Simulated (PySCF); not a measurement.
**Computed properties of Al(NMe2)(OH)(SeH) (C2H8AlNOSe), SMILES [N]([Al]([OH])[SeH])(C)C**

Al(NMe2)(OH)(SeH) (C₂H₈AlNOSe), SMILES [Al]([SeH])([N](C)C)[OH]. Geometry optimised at ωB97X-D3(BJ)/def2-SVP. The values are those of a single conformer. All values are computed for the isolated molecule unless a solvent is named; none is compared with measurement here.

**Structure.** The optimised structure has Cs symmetry. All 36 harmonic modes at ωB97X-D3(BJ)/def2-SVP (PySCF) are real, so it is a minimum. With heavy atoms numbered as in [Al:1]([N:2]([CH3:3])[CH3:4])([OH:11])[SeH:13], the shortest bond between them is N2–C3 at 1.448 Å and the longest Al1–Se13 at 2.298 Å.

**Vibrations.** The strongest infrared lines (harmonic, unscaled, degenerate partners summed) lie at 494 cm⁻¹ (185 km/mol, H 61 %, O 24 %), 1041 cm⁻¹ (128 km/mol, H 41 %, C 35 %, N 19 %), 681 cm⁻¹ (121 km/mol, Al 43 %, C 27 %, H 18 %). The softest mode is at 41 cm⁻¹ and the zero-point energy is 65.9 kcal/mol.

**Electronic structure.** B3LYP/def2-TZVP (PySCF) places the frontier levels at -6.20 and -0.51 eV, a gap of 5.69 eV, and gives a dipole moment of 2.34 D and a mean polarisability of 88.0 bohr³.

**Excitations.** TDA-M06-2X/def2-SVPD (PySCF) has S1 at 5.03 eV (246 nm, f = 0.002, weak); the most intense of the 6 singlets computed lies at 6.25 eV (f = 0.19). T1 (TDA) is at 4.83 eV, 0.20 eV under S1. No vertical singlet excitation falls in the visible range (under 3.1 eV).

**NMR.** GIAO shifts at B3LYP/pcSseg-1 (PySCF) (non-relativistic, atoms alike by connectivity averaged): ¹³C at 43.4 ppm against TMS; ¹H from 0.1 to 2.8 ppm against TMS.
